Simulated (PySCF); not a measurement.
Correlation energy of W²⁺ (tungsten, charge +2)

[Xe] 4f14 5d3 6p1, one real determinant (an excited configuration). Calculation: PySCF 2.14, in aug-cc-pVTZ-PP with ECP60MDF (6s6p5d3f2g, 88 functions); a scalar-relativistic core potential. Frozen: 5s2 5p6; 4 electrons correlated.

MP2 pair energies summed by pair of shells (mhartree):

```csv
pair,energy,share (%)
5d-5d,-13.64,54.5
5d-6p,-11.41,45.5
```

Total MP2 correlation energy: -25.04 mhartree.

Same-spin part -25.04 and opposite-spin part 0.00 mhartree; SCS-MP2 scales them by 1/3 and 6/5 to -8.35 mhartree.

The reference is one real determinant that mixes LS terms of this configuration.
